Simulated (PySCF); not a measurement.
Cartesian coordinates (Å):
```xyz
15

W     -0.2628    -0.2076     0.1854
O      0.6747     1.4299     0.5950
H      0.2897     2.1162     1.1711
O     -0.9918    -0.0655    -1.6322
H     -1.9075     0.2542    -1.7346
O      0.0477    -0.6128     2.0934
H      0.6620     0.0057     2.5348
O      1.2351    -0.7595    -0.8555
H      1.3264    -0.5173    -1.7999
O     -1.3238    -1.7670     0.4812
H     -1.3526    -2.0571     1.4175
C     -2.0168     1.0772     0.5179
H     -1.9570     2.0269    -0.0509
H     -2.0836     1.3128     1.6031
H     -2.9496     0.5440     0.2400
```
Charge 0, spin multiplicity 1.

**Question.** What is the computed HOMO, total energy, HOMO–LUMO gap, LUMO, dipole moment and charge on the central atom (Mulliken) (PySCF with TPSSh-D3(BJ)/def2-TZVP // BP86-D3(BJ)/def2-SVP)?

**Answer.** 
```
Property                                      Value
-------------------------------------  ------------
HOMO                                       -7.21 eV
total energy                           -486.5063 Ha
HOMO–LUMO gap                               4.36 eV
LUMO                                       -2.85 eV
dipole moment                                2.46 D
charge on the central atom (Mulliken)        1.44 e
```
